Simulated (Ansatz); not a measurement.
Molecule: AuCl, charge 0, multiplicity 1. SMILES: [Cl][Au]
Structure (B3LYP-D3(BJ)/def2-TZVP (Ansatz, a first-principles code) minimum search):
```xyz
2

Au     0.0000     0.0000    -0.3991
Cl     0.0000     0.0000     1.8548
```
Charge 0, spin multiplicity 1.

Property: atomisation energy (electronic, to ground-state atoms), in eV. Cores are frozen in the correlated levels unless marked. Open shells are spin-unrestricted. Spin-orbit coupling is left out. The frozen core is the preceding noble-gas configuration, with the filled d and f shells of earlier blocks. Past Kr the def2 sets carry scalar-relativistic core potentials. The coupled-cluster limit lacks core correlation, which all-electron functionals hold. CBS(X,Y): correlation extrapolated as X^-3; Hartree-Fock from the larger set.

```
level                                        program  atomisation energy (eV)
------------------------------------  --------------  -----------------------
PBE-D3(BJ)/def2-TZVPD                 Ansatz + dftd3                     3.04
BLYP/def2-TZVPD                               Ansatz                     2.73
PBE0/def2-SVP                                 Ansatz                        …
BHLYP/def2-TZVPD                              Ansatz                     2.49
SCS-MP2/def2-QZVPP                            Ansatz                     2.83
CCSD(T)/CBS(def2-TZVPPD,def2-QZVPPD)          Ansatz                        …
```

Problem. Fill in the missing entries.

Solution. 
- PBE0/def2-SVP, atomisation energy (eV): 2.75
- CCSD(T)/CBS(def2-TZVPPD,def2-QZVPPD), atomisation energy (eV): 2.93
